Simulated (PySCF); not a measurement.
A calculated (M06-2X, PySCF 2.14, x2c-TZVPall, scalar relativity by spin-free X2C-1e) atom or ion has these occupied shells.

```tsv
shell	electrons	orbital energy (eV)	rms radius, mean of both spins (bohr)
1s α	1	-15149.2	0.0464
1s β	1	-15149.2	0.0464
2s α	1	-2053.3	0.193
2s β	1	-2053.3	0.193
2p α	3	-1822.8	0.171
2p β	3	-1822.7	0.171
3s α	1	-316.28	0.547
3s β	1	-316.24	0.547
3p α	3	-241.65	0.559
3p β	3	-241.62	0.559
3d α	5	-115.95	0.578
3d β	5	-115.93	0.578
4s α	1	-37.022	1.57
4s β	1	-36.899	1.57
4p β	3	-19.101	1.86
4p α	3	-19.089	1.86
5s α	1	-3.469	5.43
```

**Question.** Name the element and its charge.

**Answer.** Rb (rubidium, neutral), in [Kr] 5s1, 2S determinant.
